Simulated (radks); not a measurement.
Values are calculated unless marked as measured or tabulated.
Q: Ionisation of the terbium ion Tb2+, [Xe] 4f9, to Tb3+, [Xe] 4f8, under several functionals. Dirac Kohn-Sham, spin-unpolarised, spherical densities, finite nucleus; open shells fill j = l - 1/2 first; a radial shooting solver on a logarithmic mesh with Libxc functionals. Known Delta-SCF values: RPBE 24.661 eV. What does PBE give, and what is its highest occupied eigenvalue?

A: 24.726 eV by Delta-SCF; the 4f7/2 eigenvalue is -16.324 eV. NIST: 21.82 eV (semi-empirical).

Beside tabulated values, note that spin-unpolarised runs miss the spin-polarisation part of the exchange energy of open shells.
